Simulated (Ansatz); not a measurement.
The same ligand exchange along the group F, Cl, Br.

Calculated with Ansatz (gas phase, PBE0-D4/def2-TZVP geometries, no zero-point term in ΔE). CBS: MP2 limit from def2 TZ/QZ plus the TZ coupled-cluster correction, frozen cores. This one scheme is used for every species. DFT in def2-TZVPP. For Br outer-core shells are correlated without core-valence functions, which leaves a few kJ/mol of doubt a bond. Scalar relativity is left out up to krypton. Each species was taken in one conformer, which may not be the lowest.

```csv
reaction,CCSD/CBS(def2) (kJ/mol),r2SCAN-D4 (kJ/mol),PBE0-D4 (kJ/mol),B2PLYP (kJ/mol),CCSD(T)/CBS(def2) (kJ/mol)
`C[O][AlH][F]` + `[SiH3]S` → `C[O][AlH][S][SiH3]` + H–F,70,69,58,80,66
`C[O][AlH][Cl]` + `[SiH3]S` → `C[O][AlH][S][SiH3]` + HCl,50,49,44,54,47
`C[O][AlH][Br]` + `[SiH3]S` → `C[O][AlH][S][SiH3]` + HBr,51,48,45,53,48
```

Largest T1 diagnostic: 0.013, for `C[O][AlH][F]`.
